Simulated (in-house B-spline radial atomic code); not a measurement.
A fraction x of an electron is removed from 2p in neutral silicon, starting from [Ne] 3s2 3p2 and keeping the highest spin. Level of theory: non-relativistic PBE, spin-polarised, spherical fractional occupations, point nucleus; calculated with a B-spline radial code for spherical atoms.

```json
{"x": "0", "E(x) - E(0) (eV)": "0.0000", "2p down level (eV)": "-95.216"}
{"x": "0.09", "E(x) - E(0) (eV)": "8.6743", "2p down level (eV)": "-97.554"}
{"x": "0.21", "E(x) - E(0) (eV)": "20.5705", "2p down level (eV)": "-100.727"}
{"x": "0.29", "E(x) - E(0) (eV)": "28.7144", "2p down level (eV)": "-102.875"}
{"x": "0.39", "E(x) - E(0) (eV)": "39.1378", "2p down level (eV)": "-105.598"}
{"x": "0.5", "E(x) - E(0) (eV)": "50.9203", "2p down level (eV)": "-108.638"}
{"x": "0.57", "E(x) - E(0) (eV)": "58.5934", "2p down level (eV)": "-110.595"}
{"x": "0.66", "E(x) - E(0) (eV)": "?", "2p down level (eV)": "?"}
{"x": "0.83", "E(x) - E(0) (eV)": "?", "2p down level (eV)": "?"}
{"x": "0.88", "E(x) - E(0) (eV)": "94.2456", "2p down level (eV)": "-119.474"}
{"x": "1", "E(x) - E(0) (eV)": "108.7934", "2p down level (eV)": "-122.997"}
```

(1) What belongs in the row x = 0.66?

(2) What belongs in the row x = 0.83?

(3) Check Janak's theorem between x = 0.09 and 0.21.

Answers

(1) An energy change of 68.6612 eV; 2p down at -113.139 eV.

(2) An energy change of 88.3083 eV; 2p down at -118.020 eV.

(3) The slope of the energy is 99.13 eV; the orbital levels give 99.14 eV (-ε of the emptying orbital, averaged over the two points).
